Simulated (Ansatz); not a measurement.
Consider the ligand exchange at the Si–C bond: `B[CH]([GaH2])[SiH2]F` + `O[SiH3]` → `F[SiH2]O[SiH3]` + `B[CH2][GaH2]`.

Isolated molecules relaxed with PBE0-D4/def2-TZVP in Ansatz; ΔE leaves out vibrations. CCSD(T)/CBS adds triple-zeta CCSD(T) − MP2 to the extrapolated MP2 energy (def2 sets, frozen cores). For Ga outer-core shells are correlated without core-valence functions, which leaves a few kJ/mol of doubt a bond. Scalar relativity is left out up to krypton. Each species was taken in one conformer, which may not be the lowest.

```
               species  CCSD(T)/CBS(def2) energy (Eh)
`B[CH]([GaH2])[SiH2]F`                    -2379.92011
             `O[SiH3]`                     -366.69042
      `F[SiH2]O[SiH3]`                     -756.28164
        `B[CH2][GaH2]`                    -1990.36717
```

Work out ΔE.

ΔE = (-756.28164) + (-1990.36717) − (-2379.92011) − (-366.69042) = -0.03828 Eh = -100.5 kJ/mol.

Largest T1 diagnostic among the species: 0.013.

In def2-TZVPP, CCSD(T) changes the Hartree–Fock value by +30.1 kJ/mol (the triples alone add +4.6 kJ/mol) and MP2 by +31.0 kJ/mol. The D4 term adds +6.4 kJ/mol with B3LYP and +3.4 kJ/mol with PBE0; it sums over pairs of atoms, weighted by their polarisabilities, and B3LYP, whose exchange is more repulsive, gets the larger term.

B3LYP here is the variant with VWN-RPA as its local correlation; programs differ in this.
